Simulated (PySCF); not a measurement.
**Two-component Hartree-Fock for La²⁺ (lanthanum, charge +2)**

Start: [Xe] 5d1; 5d5/2 filled at m_j = +5/2. Calculated with PySCF 2.14 in x2c-TZVPall-2c: generalised Hartree-Fock with the X2C-1e Hamiltonian and a Gaussian nucleus; spin-orbit coupling (SO) screened by Boettger's factors. This is a chosen level, not necessarily the ground level.

```csv
spinor shell,electrons,"ε, screened SO (eV)",weight of nominal j (screened SO),"rms radius, screened SO (bohr)"
1s1/2,2,-39129.0,1.000,0.0286
2s1/2,2,-6347.5,1.000,0.116
2p1/2,2,-5973.6,1.000,0.100
2p3/2,4,-5557.0,1.000,0.106
3s1/2,2,-1413.6,1.000,0.303
3p1/2,2,-1254.7,1.000,0.295
3p3/2,4,-1171.3,1.000,0.308
3d3/2,4,-895.68,1.000,0.279
3d5/2,6,-878.08,1.000,0.283
4s1/2,2,-315.07,1.000,0.694
4p1/2,2,-254.10,1.000,0.719
4d3/2,4,-133.94,0.999,0.820
4d5/2,6,-130.86,1.000,0.830
5s1/2,2,-61.661,1.000,1.67
5p1/2,2,-42.526,0.984,1.85
5p3/2,4,-40.125,0.992,1.93
5d5/2,1,-18.295,1.000,2.86
```

Q: Where does 4p3/2 lie, and what is the 4p spin-orbit splitting (screened SO)?

A: At -236.25 eV, 17.846 eV above 4p1/2.

| quantity | screened SO |
| --- | --- |
| E (hartree) | -8490.57568 |
| M_J | 5/2 |
| ⟨J²⟩ | 8.761 |
| ⟨L²⟩ | 6.047 |
| ⟨S²⟩ | 0.791 |

Each row is a mean over spinors that exchange with the open shell spreads, by up to 2.411 eV (5p3/2).

Breit and QED terms are absent; they matter most for the inner s and p1/2 levels.

Densities and radii are taken from the X2C orbitals without a picture-change correction, which distorts them close to the nucleus.
